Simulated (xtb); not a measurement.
Here is a job for xtb.
```
$ xtb mol.xyz --gfn 2 --uhf 1 --gbsa acetonitrile --json

# file mol.xyz
17

C      1.59690010    -0.40389592    -0.87454284
Si     0.38168798    -1.79328617    -0.41317676
C     -1.40740376    -1.14605160    -0.42875095
Si    -1.66324825     0.39168338     0.66488422
C     -0.40069742     1.71482539     0.15444563
Si     1.41169913     1.15129019     0.20860994
H      1.45808970    -0.12386494    -1.91927229
H      2.61703462    -0.77693359    -0.79597514
H      0.72037442    -2.38003027     0.89250314
H     -1.70389493    -0.90497264    -1.45008304
H     -2.07940002    -1.93709775    -0.09909742
H     -1.46614823     0.02847458     2.07520482
H     -3.03095612     0.91002649     0.49775350
H     -0.63513323     2.05845823    -0.85339539
H     -0.51907981     2.58265774     0.80140682
H      1.79696053     0.83456306     1.59101033
H      2.28741554     2.22382826    -0.29140999
```

Question: What does this run give for the partial charges in atom order, dipole moment?

Answer: 
```
Property                                                                                                                                                                                           Result
-----------------------------  --------------------------------------------------------------------------------------------------------------------------------------------------------------------------
partial charges in atom order  C1 -0.25, Si2 0.36, C3 -0.25, Si4 0.46, C5 -0.26, Si6 0.46, H7 0.03, H8 0.01, H9 -0.10, H10 0.03, H11 0.01, H12 -0.13, H13 -0.12, H14 0.01, H15 0.00, H16 -0.13, H17 -0.12
dipole moment                                                                                                                                                                                      0.56 D
```
